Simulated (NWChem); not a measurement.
# MgCl2; SMILES [Cl][Mg][Cl]

Computed with NWChem. Structure relaxed at the B3LYP/6-31G* (spherical d) level. B3LYP is NWChem's, with the RPA form of VWN correlation. Vertical excitations in the gas phase; the lowest state need not have the same character in each row.

```json
[
 {"level": "PBE/def2-SVP, TDA", "lowest excitation, singlet (eV)": "5.01", "oscillator strength of that lowest state": "0.000", "lowest state with f > 0.02, singlet (eV)": "5.20", "oscillator strength of that bright state": "0.074", "orbital gap (eV)": "4.94"},
 {"level": "B3LYP/def2-SVP, TDA", "lowest excitation, singlet (eV)": "5.39", "oscillator strength of that lowest state": "0.000", "lowest state with f > 0.02, singlet (eV)": "5.61", "oscillator strength of that bright state": "0.083", "orbital gap (eV)": "6.46"},
 {"level": "BHandHLYP/def2-SVP, TDA", "lowest excitation, singlet (eV)": "…", "oscillator strength of that lowest state": "0.000", "lowest state with f > 0.02, singlet (eV)": "…", "oscillator strength of that bright state": "…", "orbital gap (eV)": "…"},
 {"level": "LDA (Slater exchange, VWN5)/def2-SVP, TDA", "lowest excitation, singlet (eV)": "4.93", "oscillator strength of that lowest state": "0.000", "lowest state with f > 0.02, singlet (eV)": "5.12", "oscillator strength of that bright state": "0.071", "orbital gap (eV)": "4.85"}
]
```

Fill in the missing entries.


- BHandHLYP/def2-SVP, TDA, lowest excitation, singlet (eV): 6.07
- BHandHLYP/def2-SVP, TDA, lowest state with f > 0.02, singlet (eV): 6.31
- BHandHLYP/def2-SVP, TDA, oscillator strength of that bright state: 0.102
- BHandHLYP/def2-SVP, TDA, orbital gap (eV): 8.86
